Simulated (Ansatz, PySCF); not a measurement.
System: GaBr2, charge 0, multiplicity 2. It need not be the lowest isomer of its formula. 
Geometry from a B3LYP-D3(BJ)/def2-TZVP (Ansatz, an electronic-structure program) optimisation:
SMILES: [Br][Ga][Br]
```xyz
3

Ga     0.6960     0.3351     0.2410
Br    -0.5928     1.3825    -1.4138
Br    -0.0237    -1.6794     1.2004
```
Charge 0, spin multiplicity 2.

Dipole moments at this geometry, in debye (magnitudes).

| level | program | dipole (D) |
|---|---|---|
| HF/def2-TZVPD | PySCF | 2.01 |
| PBE/def2-TZVPD | Ansatz | 1.46 |
| revPBE/def2-TZVPD | Ansatz | 1.49 |
| BP86/def2-TZVPD | PySCF | … |
| r2SCAN/def2-TZVPD | Ansatz | 1.57 |
| B3LYP/def2-TZVPD | Ansatz | 1.65 |
| BHLYP/def2-TZVPD | Ansatz | 1.84 |
| TPSSh/def2-TZVPD | PySCF | 1.63 |
| r2SCANh/def2-TZVPD | Ansatz | 1.63 |
| MN15/def2-TZVPD | PySCF | 1.62 |
| wB97M-V/def2-TZVPD | Ansatz | 1.74 |
| wB97X-V/def2-TZVPD | Ansatz | 1.76 |
| CCSD(T)/aug-cc-pVDZ | Ansatz | … |

Q: What belongs in the gaps?

A: 
- BP86/def2-TZVPD, dipole (D): 1.47
- CCSD(T)/aug-cc-pVDZ, dipole (D): 1.66
